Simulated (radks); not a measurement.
P8+, configuration [He] 2s2 2p3. Method: scalar-relativistic Kohn-Sham, PBE, spin-polarised, spherical densities, finite nucleus; open shells are filled with parallel spins first; Fermi nuclear charge, rms radius 3.1889 fm; computed with a radial shooting solver on a logarithmic mesh with Libxc functionals.

Normalised radial functions P(r) = r R(r), r in bohr:

```
   r/bohr * 1s up, o 2s up, + 3s up (the largest magnitude, 2.8, reaches the edge; | marks zero, & curves that meet)
 0.006531                             |+o    *
 0.007306                             |+o    *
 0.008171                             |+o     *
  0.00914                             |+ o     *
  0.01022                             |+ o      *
  0.01143                             |+ o       *
  0.01279                             | +o        *
  0.01431                             | + o        *
    0.016                             | + o         *
   0.0179                             | + o          *
  0.02002                             | +  o          *
  0.02239                             | +  o            *
  0.02504                             |  +  o            *
  0.02801                             |  +  o             *
  0.03133                             |  +  o              *
  0.03505                             |  +   o               *
   0.0392                             |  +   o                *
  0.04384                             |  +   o                 *
  0.04904                             |  +   o                  *
  0.05485                             |  +   o                  *
  0.06135                             |  +   o                   *
  0.06862                             |  +   o                   *
  0.07676                             |  +  o                    *
  0.08585                             |  +  o                   *
  0.09603                             | +  o                   *
   0.1074                             | + o                   *
   0.1211                             |+o                   *
   0.1355                             +o                  *
   0.1515                            &|                 *
   0.1695                          o+ |              *
   0.1895                        o +  |            *
    0.212                      o  +   |         *
   0.2371                   o    +    |       *
   0.2652                  o     +    |     *
   0.2967                o      +     |   *
   0.3318               o       +     |  *
   0.3712              o         +    | *
   0.4151              o         +    |*
   0.4643               o          +  |*
   0.5194                o          + *
   0.5809                 o           &
   0.6498                   o         *  +
   0.7268                     o       *    +
   0.8129                       o     *      +
   0.9093                         o   *        +
    1.017                          o  *         +
    1.138                           o *         +
    1.272                            o*         +
    1.423                            o*        +
    1.592                             &      +
     1.78                             &     +
    1.991                             &   +
    2.228                             &  +
    2.491                             & +
    2.787                             &+
    3.117                             &
    3.486                             &
      3.9                             &
```

1s up: eigenvalue -2351.5 eV, 0 radial nodes, <r> = 0.103 bohr, 90 % of the charge inside 0.185 bohr. 2s up: eigenvalue -389.48 eV, 1 radial node at r = 0.140 bohr, <r> = 0.474 bohr, 90 % of the charge inside 0.732 bohr. 3s up (empty): eigenvalue -139.01 eV, 2 radial nodes at r = 0.135, 0.572 bohr, <r> = 1.22 bohr, 90 % of the charge inside 1.76 bohr.
